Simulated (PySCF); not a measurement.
Shifts of the heteroatoms

Mapped SMILES: `[N:1]#[C:2][CH2:3][SiH2:4][O:5][SiH2:6][O:7][SiH3:8]`. Hydrogens are named by the atom that carries them.

PySCF 2.14.0 with density-fitted response routines calculation with geometry from GFN2-xTB and PBE0/pcSseg-1 with gauge-including orbitals; a single conformation, non-relativistic, rapidly exchanging positions averaged, no solvent.

(1) What are the ²⁹Si shifts?

(2) Where does ¹⁵N resonate?

(3) What are the ¹⁷O shifts?

## Answers

(1) 
```json
{"atoms": "Si4", "environment": "silicon bonded to C, O, 2 H", "σ (ppm)": "380.9", "δ (ppm)": "-33.1"}
{"atoms": "Si8", "environment": "silicon bonded to O, 3 H", "σ (ppm)": "388.6", "δ (ppm)": "-39.4"}
{"atoms": "Si6", "environment": "silicon bonded to 2 O, 2 H", "σ (ppm)": "393.6", "δ (ppm)": "-43.6"}
```

Shieldings were converted by a linear fit to measured shifts: ²⁹Si: δ = 279.94 − 0.822σ (rms 8.9 ppm, 72 shifts, 25.8 ppm with the 6 outliers that the fit left out vs TMS, solution or neat liquid). Occasional misses reach two or three times the rms, and more in compound classes unlike the fitted ones.

On a 400 MHz spectrometer ²⁹Si resonates near 79.5 MHz, so 1 ppm is 79.5 Hz.

(2) 
| atoms | environment | σ (ppm) | δ (ppm) |
| --- | --- | --- | --- |
| N1 | nitrile nitrogen | -31.1 | -119.4 |

Shieldings were converted by a linear fit to measured shifts: ¹⁵N: δ = -148.07 − 0.921σ (rms 6.3 ppm, 71 shifts vs CH3NO2, solution or neat liquid). A few per cent of atoms miss by over 2 rms, more outside the fitted compound classes.

On a 400 MHz spectrometer ¹⁵N resonates near 40.5 MHz, so 1 ppm is 40.5 Hz.

(3) 
| atoms | environment | σ (ppm) | δ (ppm) |
| --- | --- | --- | --- |
| O5 | oxygen bonded to 2 Si | 273.6 | 17.5 |
| O7 | oxygen bonded to 2 Si | 294.6 | -1.6 |

Shieldings were converted by a linear fit to measured shifts: ¹⁷O: δ = 266.70 − 0.911σ (rms 10.7 ppm, 155 shifts, 12.2 ppm with the 3 outliers that the fit left out vs liquid water, solution or neat liquid). A few per cent of atoms miss by over 2 rms, more outside the fitted compound classes.

On a 600 MHz spectrometer ¹⁷O resonates near 81.3 MHz, so 1 ppm is 81.3 Hz.
